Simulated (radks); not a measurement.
Q: All-electron atom: Pr2+ in [Xe] 4f1 6s2 (not the ground configuration). Method: scalar-relativistic Kohn-Sham, r2SCAN, spin-polarised, spherical densities, finite nucleus; open shells are filled with parallel spins first (spin-orbit coupling, left out, can overturn this in heavy ions); meta-GGA in the generalised Kohn-Sham scheme; Fermi nuclear charge, rms radius 4.8919 fm; computed with a radial shooting solver on a logarithmic mesh with Libxc functionals. Some entries of the table are withheld. Estimate them.

| orbital | occ. | eigenvalue (eV) | r(max) (bohr) |
|---|---|---|---|
| 1s up | 1 | -41913.11 | 0.01541 |
| 1s down | 1 | -41913.11 | 0.01541 |
| 2s down | 1 | -6791.324 | 0.08721 |
| 2s up | 1 | -6791.318 | 0.08721 |
| 2p down | 3 | -6076.799 | 0.07029 |
| 2p up | 3 | -6076.796 | 0.07029 |
| 3s up | 1 | -1501.543 | 0.2488 |
| 3s down | 1 | -1501.151 | 0.2488 |
| 3p up | 3 | -1273.984 | 0.2437 |
| 3p down | 3 | -1273.589 | 0.2437 |
| 3d up | 5 | -954.6098 | 0.2009 |
| 3d down | 5 | -954.2964 | 0.2008 |
| 4s up | 1 | -329.5425 | 0.5780 |
| 4s down | 1 | -328.4269 | 0.5779 |
| 4p up | 3 | -254.3485 | 0.6027 |
| 4p down | 3 | -253.2127 | 0.6025 |
| 4d up | 5 | -146.2950 | 0.6319 |
| 4d down | 5 | -145.1352 | 0.6317 |
| 5s up | 1 | -65.5587 | (1) |
| 5s down | 1 | -64.9989 | (2) |
| 5p up | 3 | -45.6101 | 1.462 |
| 5p down | 3 | -45.1952 | 1.467 |
| 4f up | 1 | -31.4052 | 0.6603 |
| 4f down | 0 | -30.3221 | 0.6608 |
| 6s up | 1 | -16.9863 | 3.143 |
| 6s down | 1 | -16.8818 | 3.159 |

A: 
(1) 5s up r(max) (bohr): 1.316
(2) 5s down r(max) (bohr): 1.320
